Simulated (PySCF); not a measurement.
# Radial density of O⁺ (oxygen, charge +1)

r2SCAN, [He] 2s2 2p3, high-spin 4S determinant. Computed with PySCF 2.14 in aug-cc-pVDZ-DK, with the spin-free X2C one-electron Hamiltonian (Gaussian nucleus).

```
r (bohr)  4πr²ρ (e/bohr)  4πr²(ρα − ρβ)
 0.00418         0.06726         0.0001
 0.00704          0.1810         0.0002
  0.0118          0.4660         0.0006
  0.0199           1.150         0.0016
  0.0335           2.603         0.0042
  0.0563           5.116         0.0112
  0.0947           7.881         0.0378
   0.159           8.200         0.1667
   0.268           4.870         0.6478
   0.451           3.060         1.7078
   0.758           4.452         2.6363
    1.28           2.984         1.6827
    2.15          0.5055         0.2837
    3.61         0.01542         0.0124
    6.07       2.725e-05         0.0000
```

Densities and radii are taken from the X2C orbitals without a picture-change correction, which distorts them close to the nucleus.
